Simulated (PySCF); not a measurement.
Calculation: TPSSh-D3(BJ)/def2-TZVP // B3LYP-D3(BJ)/def2-SVP run with PySCF. All species are isolated molecules in the gas phase. One relaxed conformer stands for a flexible species; it need not be the lowest. Delta-SCF ions had no search for a lower state. Excitations are Tamm–Dancoff values on a coarser integration grid. The basis has no diffuse functions, so Rydberg states are missing or too high.

Reference species (SMILES): `[CH3][Sn]([CH3])([CH3])[CH3]` (neutral, multiplicity 1).

```json
{
  "S1 excitation (TDA)": "6.96 eV",
  "vertical ionisation energy (Delta-SCF)": "9.17 eV"
}
```

Changed species: `[Sn]([CH2]C)([CH3])([CH2]C)[CH3]` (C–C–Sn–C torsion -60°, C–Sn–C–C torsion 60°) (2 of 4 CH3 replaced by C2H5; the reference has 0 of 4 CH3 replaced by C2H5).

Question: Predict the effect on the S1 excitation (TDA) and vertical ionisation energy (Delta-SCF).

Answer: the S1 excitation (TDA) falls by 0.59 eV, to 6.37 eV; the vertical ionisation energy (Delta-SCF) falls by 0.66 eV, to 8.51 eV.
